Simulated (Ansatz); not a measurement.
**Ligand exchange: Nb(CH3)2(OH)O + C2H8O2Si → Nb(CH3)(OH)2O + C3H10OSi**

Species: Nb(CH3)2(OH)O, singlet; C2H8O2Si `CO[SiH](C)O`, singlet; Nb(CH3)(OH)2O, singlet; C3H10OSi `CO[SiH](C)C`, singlet. The partners trade CH3 for OH: Nb–CH3 and Si–OH bonds give way to Nb–OH and Si–CH3.

Shapes, held fixed at every level: PBE0-D4/def2-TZVP. Flexible molecules stand in one conformer, not always the lowest. Programs: Ansatz 0.2.0. Electronic energies: no zero-point or thermal term.

| level | kind | ΔE (kJ/mol) | less CCSD(T)/def2-TZVPP |
| --- | --- | --- | --- |
| PBE-D4/def2-TZVPP | GGA | -76.1 | -9.7 |
| r2SCAN-D4/def2-TZVPP | meta-GGA | -71.2 | -4.8 |
| B3LYP-D4/def2-TZVPP | global hybrid | -71.0 | -4.6 |
| wB97M-V/def2-TZVPP | range-separated hybrid | -68.9 | -2.5 |
| wB97X-V/def2-TZVPP | range-separated hybrid | -72.8 | -6.4 |
| B2PLYP/def2-TZVPP | double hybrid | -68.8 | -2.4 |
| MP2/def2-TZVPP | perturbation theory | -65.5 | +0.9 |
| CCSD(T)/def2-TZVPP | coupled cluster or CI | -66.4 | 0.0 |

The highest level, CCSD(T)/def2-TZVPP, gives ΔE = -66.4 kJ/mol; the levels span -76.1 to -65.5. The column of differences is taken from that level and isn't an error. No measured value is set beside it here. For atoms past krypton def2 sets carry core potentials with scalar relativity. Outer-core shells of Nb are correlated, in sets that cover them unevenly.
